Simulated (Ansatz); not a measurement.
Mulliken charges of `C[S][Cd][NH2]` from B3LYP/def2-TZVPP in Ansatz (PBE0-D4/def2-TZVP geometry).

```json
{"atom": "C1", "x (Å)": "-0.452", "y (Å)": "2.138", "z (Å)": "0.157", "charge (e)": "-0.276"}
{"atom": "S2", "x (Å)": "1.120", "y (Å)": "1.360", "z (Å)": "-0.339", "charge (e)": "-0.355"}
{"atom": "Cd3", "x (Å)": "0.646", "y (Å)": "-0.914", "z (Å)": "-0.208", "charge (e)": "0.599"}
{"atom": "N4", "x (Å)": "0.112", "y (Å)": "-2.850", "z (Å)": "-0.057", "charge (e)": "-0.582"}
{"atom": "H5", "x (Å)": "-1.264", "y (Å)": "1.886", "z (Å)": "-0.523", "charge (e)": "0.116"}
{"atom": "H6", "x (Å)": "-0.731", "y (Å)": "1.877", "z (Å)": "1.177", "charge (e)": "0.116"}
{"atom": "H7", "x (Å)": "-0.288", "y (Å)": "3.215", "z (Å)": "0.111", "charge (e)": "0.119"}
{"atom": "H8", "x (Å)": "0.669", "y (Å)": "-3.361", "z (Å)": "0.617", "charge (e)": "0.131"}
{"atom": "H9", "x (Å)": "0.187", "y (Å)": "-3.350", "z (Å)": "-0.935", "charge (e)": "0.131"}
```

Problem. By hand: the dipole of these point charges (1 e Å = 4.8032 D).

Solution. Σ q r = (-0.105, -0.022, 0.033) e Å, of length 0.112 e Å = 0.54 D.

Problem. How does the dipole of the full density compare? (Best estimate.)

Solution. Ansatz gave: (-0.071, -0.136, 0.021) e Å, 0.74 D; the point charges give 0.73 times that, at 50° from its direction.

Point charges leave out the atoms' own dipoles, such as those of lone pairs, and Mulliken's split depends on the basis, so the two needn't agree.

B3LYP here is the variant with VWN-RPA as its local correlation; programs differ in this.
